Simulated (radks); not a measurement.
Question: The mean radii <r> (bohr) of the occupied orbitals of an atom or ion are listed with their occupations. Method: Dirac Kohn-Sham, relativistic LDA (MacDonald-Vosko exchange, VWN5 correlation), spin-unpolarised, spherical densities, finite nucleus; Fermi nuclear charge, rms radius of each element as measured or else 0.836 A^(1/3) + 0.57 fm; computed with a radial shooting solver on a logarithmic mesh with Libxc functionals.

| orbital | occ. | <r> |
|---|---|---|
| 1s1/2 | 2 | 0.01782 |
| 2s1/2 | 2 | 0.07455 |
| 2p1/2 | 2 | 0.06152 |
| 2p3/2 | 4 | 0.06967 |
| 3s1/2 | 2 | 0.1940 |
| 3p1/2 | 2 | 0.1840 |
| 3p3/2 | 4 | 0.1990 |
| 3d3/2 | 4 | 0.1736 |
| 3d5/2 | 6 | 0.1782 |
| 4s1/2 | 2 | 0.4327 |
| 4p1/2 | 2 | 0.4362 |
| 4p3/2 | 4 | 0.4696 |
| 4d3/2 | 4 | 0.4813 |
| 4d5/2 | 6 | 0.4924 |
| 5s1/2 | 2 | 0.9513 |
| 4f5/2 | 6 | 0.5348 |
| 4f7/2 | 8 | 0.5415 |
| 5p1/2 | 2 | 1.006 |
| 5p3/2 | 1 | 1.070 |

Name the element and its charge. Open shells, if any, fill j = l - 1/2 first.

Answer: Z = 76, osmium, charge +11: Os11+ in [Kr] 4d10 4f14 5s2 5p3. The 1s radius gives Z: for a bare nucleus <r> = (2 gamma + 1)/(2Z) with gamma = sqrt(1 - (Z/c)^2), 0.01753 bohr for Z = 76, and screening makes it slightly larger (0.01782 here). The occupations add up to 65, and the charge is Z minus that.
